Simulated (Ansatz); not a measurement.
Molecule: Cl2 (charge -1, doublet). 
Geometry from a B3LYP-D3(BJ)/def2-TZVP (Ansatz, a first-principles code) optimisation:
```
Cl
Cl 1 2.7106
```
Charge -1, spin multiplicity 2.

Basis-set convergence of Hartree-Fock and MP2 correlation energies (hartree) with Ansatz. Valence correlation only, unless marked. UHF or UKS for open shells. No spin-orbit coupling. No relativistic terms. This anion needs diffuse functions, which these sets lack. The program attaches cautions to a run behind MP2/def2-SVP: other roots. The program attaches cautions to a run behind MP2/def2-TZVPP: other roots. The program attaches cautions to a run behind MP2/def2-QZVPP: other roots.

```json
[
 {"basis": "def2-SVP", "functions": "36", "E(HF)": "-918.72736", "E(corr, MP2)": "-0.25586"},
 {"basis": "def2-TZVPP", "functions": "84", "E(HF)": "-919.05732", "E(corr, MP2)": "-0.38069"},
 {"basis": "def2-QZVPP", "functions": "140", "E(HF)": "___", "E(corr, MP2)": "___"}
]
```

Fill in the missing entries.


- def2-QZVPP, E(HF): -919.08595
- def2-QZVPP, E(corr, MP2): -0.42516
